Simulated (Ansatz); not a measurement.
**Changing the shape of Se₂, triplet**

Calculated in Ansatz's Gaussian-basis code. Basis cc-pVTZ, nonrelativistic, 18 orbitals frozen in the corrections; active space CAS(12,8). Restricted Hartree–Fock, then the lowest state-specific CASSCF solution met for each case. Single-reference values can break down or jump between states where bonds are stretched. Unlike active orbitals can shift such differences by tenths of an eV, at times by over 1 eV.

Case A: bond length 2.4909 Å.

Case B: bond length 2.1660 Å.

Energy less that of case A, in eV:

```tsv
case	RHF/ROHF	CASSCF
B	-1.129	-0.481
```

Problem. What does SC-NEVPT2 give for these differences?

Solution. B: -0.682 eV (-15.7 kcal/mol).
